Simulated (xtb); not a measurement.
SeCl₃, SMILES [Se+](Cl)(Cl)Cl, charge +1. All values are semi-empirical tight-binding results from xtb (GFN2-xTB unless named), good for trends rather than for accurate numbers. Geometry optimised at GFN2-xTB. The spin state was assumed, not searched. The isomer is the one that the SMILES or the coordinates give; other isomers of the formula were not compared.

```yaml
point_group_as_xtb_finds_it: C3v
orbital_gap: 4.36 eV
zero_point_energy: 2.2 kcal/mol
G − E(el) at 298.15 K (modified RRHO): -17.0 kcal/mol
static polarisability (D4 model): 70.4 bohr³
solvation energy, GFN2-xTB/ALPB(water): -51.6 kcal/mol
solvation energy, GFN2-xTB/ALPB(octanol): -49.3 kcal/mol
```
